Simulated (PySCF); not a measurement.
# Bonding in `C#CC1(C=C)CCCC1`

Species: C₉H₁₂.
SMILES with atom numbers: `[CH:1]#[C:2][C:3]1([CH:4]=[CH2:5])[CH2:6][CH2:7][CH2:8][CH2:9]1` (hydrogens: H10 on C1; H11 on C4; H12, H13 on C5; H14, H15 on C6; H16, H17 on C7; H18, H19 on C8; H20, H21 on C9)

Cartesian coordinates in Å at the GFN2-xTB level; atoms count from 1:
```
atom  x, y, z in Å
C1     1.7145    2.5514    0.1572
C2     1.1092    1.5200    0.1086
C3     0.3239    0.3010    0.0470
C4     1.1683   -0.9251    0.2736
C5     2.4779   -0.9365    0.4305
C6    -0.4257    0.1933   -1.2983
C7    -1.6049   -0.7375   -1.0137
C8    -1.9441   -0.5438    0.4759
C9    -0.8385    0.3445    1.0637
H10    2.2574    3.4479    0.2018
H11    0.6074   -1.8493    0.3008
H12    3.0203   -1.8542    0.5866
H13    3.0600   -0.0302    0.4117
H14    0.2209   -0.1792   -2.0923
H15   -0.7821    1.1853   -1.5818
H16   -2.4537   -0.5057   -1.6563
H17   -1.3210   -1.7725   -1.2080
H18   -2.9183   -0.0719    0.6006
H19   -1.9818   -1.5053    0.9883
H20   -0.5144    0.0094    2.0486
H21   -1.1842    1.3754    1.1550
```

Bond orders from the PBE0/pcSseg-1 density (PySCF). Isolated species at its GFN2-xTB geometry (one conformer only).

(1) Where do the orders between heavy atoms depart from those drawn in the SMILES?

(2) Set the Mayer orders of the bonds beside their lengths.

## Answers

(1) The largest departure is 0.545, at C1–C2 (drawn triple, 2.455). Drawn double or triple, more than 0.30 short of the drawn order: C1–C2 (2.455).

(2) 
```json
{"bond": "C1–C2", "drawn as": "triple", "length (Å)": "1.197", "Mayer order": "2.455"}
{"bond": "C2–C3", "drawn as": "single", "length (Å)": "1.451", "Mayer order": "0.982"}
{"bond": "C3–C4", "drawn as": "single", "length (Å)": "1.506", "Mayer order": "0.935"}
{"bond": "C4–C5", "drawn as": "double", "length (Å)": "1.319", "Mayer order": "2.032"}
{"bond": "C3–C6", "drawn as": "single", "length (Å)": "1.544", "Mayer order": "0.995"}
{"bond": "C6–C7", "drawn as": "single", "length (Å)": "1.529", "Mayer order": "1.022"}
{"bond": "C7–C8", "drawn as": "single", "length (Å)": "1.540", "Mayer order": "1.014"}
{"bond": "C8–C9", "drawn as": "single", "length (Å)": "1.535", "Mayer order": "1.019"}
{"bond": "C9–C3", "drawn as": "single", "length (Å)": "1.545", "Mayer order": "1.000"}
{"bond": "C1–H10", "drawn as": "single", "length (Å)": "1.049", "Mayer order": "1.170"}
{"bond": "C4–H11", "drawn as": "single", "length (Å)": "1.081", "Mayer order": "0.950"}
{"bond": "C5–H12", "drawn as": "single", "length (Å)": "1.077", "Mayer order": "0.947"}
{"bond": "C5–H13", "drawn as": "single", "length (Å)": "1.077", "Mayer order": "0.933"}
{"bond": "C6–H14", "drawn as": "single", "length (Å)": "1.090", "Mayer order": "0.956"}
{"bond": "C6–H15", "drawn as": "single", "length (Å)": "1.092", "Mayer order": "0.949"}
{"bond": "C7–H16", "drawn as": "single", "length (Å)": "1.090", "Mayer order": "0.957"}
{"bond": "C7–H17", "drawn as": "single", "length (Å)": "1.091", "Mayer order": "0.952"}
{"bond": "C8–H18", "drawn as": "single", "length (Å)": "1.090", "Mayer order": "0.957"}
{"bond": "C8–H19", "drawn as": "single", "length (Å)": "1.090", "Mayer order": "0.955"}
{"bond": "C9–H20", "drawn as": "single", "length (Å)": "1.090", "Mayer order": "0.957"}
{"bond": "C9–H21", "drawn as": "single", "length (Å)": "1.091", "Mayer order": "0.951"}
```

Bonds between the same two heavy elements. C–C: lowest C3–C4 (0.935, 1.506 Å), highest C1–C2 (2.455, 1.197 Å); in 8 of the 36 pairs the longer bond (by over 0.003 Å) has the higher order (by 0.02 or more).

Question: Sum the orders of all bonds at each heavy atom with more than one neighbour and set the sums beside the valence in the SMILES.

Answer: C1 3.625 (drawn 4), C2 3.437 (drawn 4), C3 3.912 (drawn 4), C4 3.917 (drawn 4), C5 3.912 (drawn 4), C6 3.922 (drawn 4), C7 3.945 (drawn 4), C8 3.945 (drawn 4), C9 3.927 (drawn 4). Orders between atoms that aren't bonded are not in these sums.

The Mayer order sums products of elements of PS (density times overlap matrix) between the two atoms' basis functions, so it depends on the basis set.
